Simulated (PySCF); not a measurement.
## [La(NH2)4]− at several levels of theory

Computed with PySCF 2.14.0 (density fitting, no spin-orbit coupling) at the geometry relaxed with PBE0:

```xyz
13
[La(NH2)4]− (singlet)
La    0.0000    0.0000    0.0000
N     1.4309    1.3036    1.3996
H     1.4165    1.4854    2.4042
H     2.2923    1.7415    1.0640
N    -1.4309   -1.3995    1.3037
H    -2.2923   -1.0637    1.7413
H    -1.4165   -2.4042    1.4855
N     1.4309   -1.3036   -1.3996
H     2.2923   -1.7415   -1.0640
H     1.4165   -1.4854   -2.4042
N    -1.4309    1.3995   -1.3037
H    -1.4165    2.4042   -1.4855
H    -2.2923    1.0637   -1.7413
```

| level | basis | state | HOMO (eV) | gap (eV) | charge on La1 (e) | population of f-type functions on La1 (polarisation alone where 4f lies in the core) | dipole about the centre of mass (D) | largest force component (eV/Å) |
| --- | --- | --- | --- | --- | --- | --- | --- | --- |
| PBE0 | La lcecp-1-SVP with ECP46, N def2-SVP, H def2-SVP | singlet | -1.18 | 4.62 | 0.74 | 0.07 | 0.00 | 0.01 |
| PBE0 | La lcecp-1-TZVP with ECP46, N def2-TZVP, H def2-TZVP | singlet | -1.49 | 4.77 | 1.49 | 0.10 | 0.00 | 0.32 |

In the lcecp rows the 4f levels are missing from HOMO and gap, and the state counts the valence alone.

Charges are Mulliken's, which hang on the basis. The relaxation used the grid (50, 194), these runs (75, 302) or, all-electron (x2c bases, spin-free X2C Hamiltonian), (99, 590).

Problem. A further run in the first row's basis gives HOMO (eV) -0.11, gap (eV) 3.48, charge on La1 (e) 0.68, population of f-type functions on La1 (polarisation alone where 4f lies in the core) 0.06, dipole about the centre of mass (D) 0.00, largest force component (eV/Å) 0.10. Which level was it?
A. revPBE
B. r2SCAN

Solution. B. The others give HOMO 0.22 eV (revPBE).

In the first row's basis the gap widens with exact exchange: 2.7 to 3.5 eV for revPBE, r2SCAN (none); 4.6 eV for PBE0 (a fixed share).

No frequency check is given that shows the relaxed geometry to be a minimum, and it was reached by following one of several unstable modes of a saddle point.

The highest filled level of some runs lies above zero, as often for anions with such functionals and bases.
